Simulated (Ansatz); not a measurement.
Q: Name a neutral molecule of Al, F, S and H with HOMO–LUMO gap (ωB97M-V/def2-TZVPP) between 10.85 and 11.15 eV and zero-point energy (PBE0-D4/def2-TZVP) between 35 and 51 kJ/mol (Ansatz, PBE0-D4/def2-TZVP geometry).

A: `[F][AlH][SH]` (10.91 eV, 49.5 kJ/mol); `[F][Al]([F])[SH]` (11.10 eV, 39.0 kJ/mol). Other molecules can fit too; these were computed, each in one conformer that needn't be the lowest.
